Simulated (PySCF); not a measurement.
## A search over the determinants of GaN⁺

Unrestricted PBE0; Ga pcseg-1, N pcseg-1; no relativity (PySCF 2.14). Outer shells of the fragments: Ga+ 3d10 4s2; N 2s2 2p3.

Followed along the bond (rough minima from three points):

```tsv
2Ms+1	unpaired	⟨S²⟩ at the start	R at minimum (Å)	Te (eV)
4	σ ↑, π ↑↑	3.76	2.68	0.00
2	σ ↓, π ↑↑	1.76	2.16	0.97
2	σ ↑, π ↑↓	1.77	2.40	1.13
```

Solutions found at the starting distance of 1.960 Å, counted from the lowest of them; the search is not exhaustive and high or unbound solutions are not listed, so other states can lie among these:

| 2Ms+1 | unpaired | term | E (eV) | ⟨S²⟩ | ⟨Lz²⟩ | μ (D) |
| --- | --- | --- | --- | --- | --- | --- |
| 4 | σ ↑, π ↑↑ | ⁴Σ⁻ | 0.00 | 3.76 | 0.00 | -0.70 |
| 2 | σ ↓, π ↑↑ | mixed | 0.64 | 1.76 | 0.00 | -1.28 |
| 2 | σ ↑, π ↑↓ | mixed | 0.91 | 1.77 | 2.01 | -1.02 |
| 2 | π ↑ | ²Π | 1.88 | 0.89 | 1.01 | -3.01 |
| 2 | σ ↑ | mixed | 2.62 | 0.76 | 2.00 | -1.08 |
| 2 | π ↑ | ²Π | 3.58 | 0.75 | 1.00 | 2.23 |
| 4 | σ ↑↑, π ↑ | ⁴Π | 3.70 | 3.76 | 1.02 | -2.96 |
| 4 | π ↑↑↑ | ⁴Π | 5.08 | 3.76 | 1.00 | -0.80 |

A term symbol is given only where ⟨S²⟩ and ⟨Lz²⟩ are close to those of a pure state; real π, δ and φ orbitals otherwise mix terms. A positive dipole points towards N; it is taken about the centre of mass and depends on that origin.

Question: Compare the gap between the two lowest followed solutions at the starting distance with the gap between their minima.

Answer: At PBE0 the second solution (Ms = 0.5 of mixed spin, unpaired electrons σ ↓, π ↑↑) lies +0.64 eV from the first (quartet, unpaired electrons σ ↑, π ↑↑) at 1.960 Å and +0.97 eV at the minima; the two curves relax by different amounts, since their minima lie near 2.16 and 2.68 Å.

Spin–orbit coupling is left out. Counting both spins, an empty level lies below a filled one in some of these solutions, because spin and occupation are held.
